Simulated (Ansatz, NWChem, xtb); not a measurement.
# Ligand exchange: HBr + NaCl → HCl + NaBr

Species: HBr (hydrogen bromide), singlet; NaCl, singlet; HCl (hydrogen chloride), singlet; NaBr, singlet. The partners trade Br for Cl: H–Br and Na–Cl bonds give way to H–Cl and Na–Br.

Shapes, held fixed at every level: PBE0-D4/def2-TZVP. Programs: Ansatz 0.2.0, NWChem 7.3.0, xtb 6.7.1. The zero-point and thermal change to 298 K, harmonic and unscaled (PBE0-D4/def2-TZVP), is +1.8 kJ/mol.

(1) Estimate ΔH(298 K) of this reaction.

## Answers

(1) The highest level, CCSD(T)/def2-TZVPP, gives ΔH(298 K) = -21.7 kJ/mol; the levels span -24.9 to +99.4. They disagree on the sign: 1 of 9 are positive. GFN1-xTB strays far from the other rows. The column of differences is taken from that level and isn't an error. No measured value is set beside it here. Relativity is left out for Br. Outer-core shells of Br, Na are correlated, in sets that cover them unevenly.

| level | kind | ΔH(298 K) (kJ/mol) | less CCSD(T)/def2-TZVPP |
| --- | --- | --- | --- |
| GFN1-xTB | semi-empirical | +99.4 | +121.1 |
| B3LYP/6-31G* (spherical functions) | global hybrid | -14.6 | +7.1 |
| PBE0/def2-SVP | global hybrid | -15.0 | +6.7 |
| B3LYP-D4/def2-TZVPP | global hybrid | -19.6 | +2.1 |
| wB97X-V/def2-TZVPP | range-separated hybrid | -20.8 | +0.9 |
| B2PLYP/def2-TZVPP | double hybrid | -20.9 | +0.8 |
| MP2/def2-TZVPP | perturbation theory | -21.8 | -0.1 |
| CCSD(T)/def2-SVP | coupled cluster or CI | -24.9 | -3.2 |
| CCSD(T)/def2-TZVPP | coupled cluster or CI | -21.7 | 0.0 |
